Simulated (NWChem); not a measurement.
Species: C₂H₆O₂Si; SMILES CC(O[SiH3])=O

```xyz
11

Si     0.0196     1.7287    -0.0010
O      0.7869     0.1669     0.0011
C     -0.0773    -0.8790     0.0012
C      0.6214    -2.2137     0.0020
O     -1.2854    -0.7066     0.0005
H     -0.7932     1.9261     1.2409
H      1.1990     2.6523    -0.0019
H     -0.7927     1.9231    -1.2438
H     -0.1217    -3.0293     0.0040
H      1.2791    -2.2920     0.8905
H      1.2762    -2.2942    -0.8885
```
Atoms are numbered in this order, from 1.

All runs: NWChem. Pople sets run with spherical d functions. Coordinates come from a PBE-D3(BJ)/def2-SVP optimisation. Static field.

```tsv
level	isotropic polarisability (bohr³)	anisotropy (bohr³)
PBE/6-31+G*	(withheld)	(withheld)
B3LYP/6-31+G*	54.1	15.5
LC-BLYP (range parameter 0.33 per bohr)/6-31+G*	54.0	14.3
BHandHLYP/6-31+G*	51.3	12.7
```

### Question
Some entries are withheld; supply them.

### Answer

- PBE/6-31+G*, isotropic polarisability (bohr³): 56.8
- PBE/6-31+G*, anisotropy (bohr³): 18.8
